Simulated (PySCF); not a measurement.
Te(Br)(SH) (BrHSTe), SMILES S[Te]Br. Heavy atoms are numbered as in [Te:1]([Br:2])[SH:3]. Hydrogens are named by the atom that carries them.

Geometry: PBE0-D3(BJ)/def2-SVP. The def2 effective core potentials stand for the cores of Te; spin–orbit coupling is left out. The values are those of a single conformer.

All values below come from ωB97X/def2-TZVPD (PySCF).

Mulliken values depend strongly on the basis, most of all with diffuse functions as here. ESP charges are fitted to the potential on shells at 1.4 to 2.0 van der Waals radii. Atomic charges (e), one atom of each kind:

```csv
atom,Mulliken,ESP fit
Te1,0.38,0.16
Br2,-0.22,-0.14
S3 (SH),-0.38,-0.17
H on S3,0.21,0.15
```
